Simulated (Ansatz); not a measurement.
Z-matrix (Å, degrees):
```
C
C 1 1.559
Si 1 2.274 2 55.2
O 1 1.445 2 101.6 3 8.2
H 1 1.096 2 111.2 3 -109.2
H 1 1.094 2 114.9 3 126.3
N 2 1.439 1 120.9 3 122.1
H 2 1.094 1 109.9 3 -109.6
H 3 1.487 1 132.1 2 93.1
H 3 1.492 1 118.8 2 -97.3
H 7 1.012 2 112.1 1 -55.5
H 7 1.013 2 112.0 1 65.9
```

The species carries charge 0 and has multiplicity 1.

(1) List the r2SCAN/def2-TZVPP orbital energies in eV (the Gaussian-basis code of Ansatz). (Best estimate.)

## Answers

(1) The calculation gave: Occupied: -1791.38, -515.51, -385.12, -274.50, -273.73, -141.77, -96.67, -96.61, -96.60, -26.65, -23.31, -18.43, -16.06, -13.51, -12.52, -12.02, -11.70, -10.87, -9.86, -8.95, -8.38, -7.36, -6.70, -5.73. Lowest empty: -0.67, 0.54, 1.16, 1.86, 2.00, 2.37, 2.59, 2.94.
